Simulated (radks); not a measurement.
Calculated with a radial shooting solver on a logarithmic mesh with Libxc functionals: Dirac Kohn-Sham, PBE, spin-unpolarised, spherical densities, point nucleus; open shells fill j = l - 1/2 first. Each species is in its NIST ground configuration. Rank Pt, Pd, Ni by radius at which the density is 0.001 e/bohr^3 (bohr), largest first.

Answer. Pt 4.36, Ni 4.31, Pd 4.08.
